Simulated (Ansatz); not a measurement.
Relaxation of ClHS2Si (5 atoms, charge 0, multiplicity 1), to a largest force component of 0.02 eV/Å in at most 50 steps.

Method: RKS PBE-D4/def2-SVP (Ansatz 0.2.0).

```xyz
5
Properties=species:S:1:pos:R:3:forces:R:3
Cl 1.364 -0.169 1.676 0.88 -0.14 1.07
Si 0.048 0.285 0.256 -0.82 -0.91 -1.70
S -1.213 -1.248 -0.516 -0.74 -0.34 0.75
S 0.368 -0.454 -1.715 0.88 0.46 -0.49
H -0.567 1.587 0.299 -0.20 0.93 0.36
```

Question: Where does it end, and by what steps?

Answer: The run converged. After 3 steps the energy has fallen by 0.174 eV; H5 moved furthest, 0.10 Å.

| step | energy less start (eV) | largest force component (eV/Å) | accepted |
| --- | --- | --- | --- |
| 0 | 0.0000 | 1.696 | yes |
| 1 | -0.1596 | 0.364 | yes |
| 2 | -0.1739 | 0.036 | yes |
| 3 | -0.1740 | 0.008 | yes |

```xyz
5
Properties=species:S:1:pos:R:3
Cl 1.360 -0.134 1.698
Si 0.014 0.257 0.188
S -1.250 -1.293 -0.500
S 0.407 -0.461 -1.762
H -0.532 1.630 0.376
```

Whether the end is a true minimum wasn't checked by a vibrational analysis.

Time of the run: 6 s on 1 thread of Intel(R) Xeon(R) 6975P-C (Granite Rapids), on a shared host, peak memory 0.15 GiB.
